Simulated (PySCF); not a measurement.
## Electron correlation in Mn⁺ (manganese, charge +1)

[Ar] 3d5 4s1, high-spin 7S determinant. Computed with PySCF 2.14 in pcseg-2 (6s4p3d2f1g, 56 functions), with no relativity, point nucleus. Frozen: [Ar]; 6 electrons correlated.

MP2 pair energies summed by pair of shells (mhartree):

```csv
pair,energy,share (%)
3d-3d,-61.91,82.7
3d-4s,-12.99,17.3
```

Total MP2 correlation energy: -74.90 mhartree.

Same-spin part -74.90 and opposite-spin part 0.00 mhartree; SCS-MP2 scales them by 1/3 and 6/5 to -24.97 mhartree.
